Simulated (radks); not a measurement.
The numbers below are computed, except where a source is named.
Task: Pm LVI, 6 electrons, occupied as [He] 2s2 2p2. Code: a radial shooting solver on a logarithmic mesh with Libxc functionals. Model: scalar-relativistic Kohn-Sham, LB94 model potential, spin-polarised, spherical densities, finite nucleus; open shells are filled with parallel spins first (spin-orbit coupling, left out, can overturn this in heavy ions); Fermi nuclear charge, rms radius 4.962 fm. Some entries of the table are withheld. Estimate them.

| orbital | occ. | eigenvalue (eV) | <r^2> (bohr^2) |
|---|---|---|---|
| 1s down | 1 | -50624.73 | 0.0007242 |
| 1s up | 1 | -50612.55 | 0.0007250 |
| 2s up | 1 | -12056.02 | (1) |
| 2s down | 1 | -11996.70 | (2) |
| 2p up | 2 | -11400.23 | (3) |
| 2p down | 0 | -11344.32 | (4) |

Result: 
(1) 2s up <r^2> (bohr^2): 0.01061
(2) 2s down <r^2> (bohr^2): 0.01064
(3) 2p up <r^2> (bohr^2): 0.008278
(4) 2p down <r^2> (bohr^2): 0.008293
